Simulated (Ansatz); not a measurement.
Relaxation of BrCl2GaH2O (7 atoms, charge 0, multiplicity 1), to a largest force component of 0.03 eV/Å in at most 50 steps.

Theory: RHF/def2-SVP (Ansatz).

```xyz
7
Properties=species:S:1:pos:R:3
Ga 0.159 0.627 -0.556
O 0.000 -0.054 2.333
H -0.809 -0.318 2.748
Cl 1.915 -0.405 -1.169
Cl -1.782 -0.037 -1.134
Br 0.366 2.752 0.506
H 0.104 0.892 2.523
```

Problem. Where does it end, and by what steps?

Solution. The forces met the threshold. After 11 steps the energy has fallen by 0.680 eV; H3 moved furthest, 0.63 Å. Joined: Ga1–O2 (2.97 → 2.08 Å).

| step | energy less start (eV) | largest force component (eV/Å) | accepted |
| --- | --- | --- | --- |
| 0 | 0.0000 | 1.296 | yes |
| 1 | -0.1594 | 1.720 | yes |
| 2 | -0.4225 | 1.760 | yes |
| 3 | -0.5957 | 1.757 | yes |
| 4 | -0.6596 | 0.709 | yes |
| 5 | -0.6467 | 0.309 | no |
| 6 | -0.6767 | 0.120 | yes |
| 7 | -0.6786 | 0.078 | yes |
| 8 | -0.6794 | 0.074 | yes |
| 9 | -0.6798 | 0.080 | yes |
| 10 | -0.6801 | 0.054 | yes |
| 11 | -0.6803 | 0.013 | yes |

```xyz
7
Properties=species:S:1:pos:R:3
Ga 0.144 0.662 -0.101
O -0.010 0.081 1.891
H -0.774 -0.434 2.127
Cl 1.857 -0.439 -0.802
Cl -1.810 -0.072 -0.687
Br 0.394 2.933 0.254
H 0.152 0.727 2.569
```

Whether the end is a true minimum wasn't checked by a vibrational analysis.

Time of the run: 36 s on 2 threads of Arm Neoverse V2 (shared host), peak memory 0.34 GiB.
